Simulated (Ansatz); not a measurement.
Compare A (`O=CNC(F)[SiH3]`) with its isomer B (`N[Si]1(F)CCO1`).

Program: Ansatz. Geometries: PBE0-D4/def2-TZVP. ΔE: electronic, gas phase. CCSD(T)/CBS adds triple-zeta CCSD(T) − MP2 to the extrapolated MP2 energy (def2 sets, frozen cores). DFT in def2-TZVPP. B3LYP here is the variant with VWN-RPA as its local correlation; programs differ in this. One conformer a species, not always the lowest.

A:

```xyz
12

O    -0.5234    2.5123   -0.9623
C     0.4007    1.7675   -1.1556
N     0.6072    0.5873   -0.4963
C    -0.2040    0.1627    0.5842
F     0.3882    0.5169    1.8042
Si   -0.4928   -1.7214    0.5922
H     1.1774    1.9564   -1.9190
H     1.4482    0.0753   -0.7091
H    -1.1404    0.7222    0.5146
H    -1.3233   -2.0751   -0.5863
H     0.8335   -2.3858    0.4851
H    -1.1711   -2.1183    1.8481
```

B:

```xyz
12

N     1.529   -1.503   -0.163
Si    0.039   -0.732   -0.295
F    -0.975   -1.903   -0.673
C    -0.674    0.501    0.908
C    -0.629    1.427   -0.322
O     0.012    0.571   -1.308
H     1.625   -2.504   -0.167
H     2.407   -1.017   -0.136
H    -1.672    0.300    1.295
H    -0.025    0.819    1.722
H    -0.020    2.322   -0.180
H    -1.618    1.718   -0.683
```

Q: Which isomer does CCSD(T)/CBS put lower? Give the gap. (An estimate is asked.)

A: Computed: B, by 421.6 kJ/mol.

Q: Give E(B) − E(A) in kJ/mol with CCSD(T)/def2-TZVPP, PBE-D4, r2SCAN-D4, CCSD/def2-TZVPP, MP2/def2-TZVPP, PBE0-D4, B3LYP-D4. (Estimate.)

A: Computed: CCSD(T)/def2-TZVPP -410.1, PBE-D4 -367.4, r2SCAN-D4 -398.4, CCSD/def2-TZVPP -415.8, MP2/def2-TZVPP -430.8, PBE0-D4 -394.8, B3LYP-D4 -382.5. None reverses the order clearly.

Largest T1 diagnostic: 0.015.

From PBE to PBE0 (25 % exact exchange), in def2-TZVPP and without D4, E(B) − E(A) moves by −27.8 kJ/mol. In def2-TZVPP, CCSD(T) changes the Hartree–Fock value by −11.7 kJ/mol (the triples alone add +5.7 kJ/mol) and MP2 by −32.4 kJ/mol.
